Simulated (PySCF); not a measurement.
Gas-phase reaction: 2 SrCl₂ ⇌ 2 SrCl + Cl₂

Method: PySCF energies plus ideal-gas RRHO corrections (1 bar). The comparison is the NASA 1993 polynomial table, which mixes measured and estimated data. † marks an energy on the PBE0/def2-TZVP geometry and frequencies; other levels use their own. MP2 and CCSD(T) freeze the core. Open shells (unrestricted): SrCl (multiplicity 2); the rest are closed-shell singlets. Sr: scalar-relativistic def2 core potential, no spin-orbit coupling. MP2 isn't extrapolated to the basis-set limit. CCSD(T) isn't extrapolated to the basis-set limit. The table's entry may be an old estimate for SrCl₂, SrCl (not checked at source).

```csv
level,"ΔH°(298 K), kJ"
table,698.7
CCSD(T)/def2-SVP†,[?]
MP2/def2-SVP†,705.1
MP2/def2-TZVPP†,682.6
PBE/def2-TZVP†,[?]
PBE0/def2-TZVP,[?]
LDA/def2-TZVP†,[?]
ωB97M-V/def2-TZVP†,701.5
```

### Question
Complete the blanks.

### Answer

- CCSD(T)/def2-SVP†, ΔH°(298 K), kJ: 685.9
- PBE/def2-TZVP†, ΔH°(298 K), kJ: 645.1
- PBE0/def2-TZVP, ΔH°(298 K), kJ: 669.1
- LDA/def2-TZVP†, ΔH°(298 K), kJ: 645.3
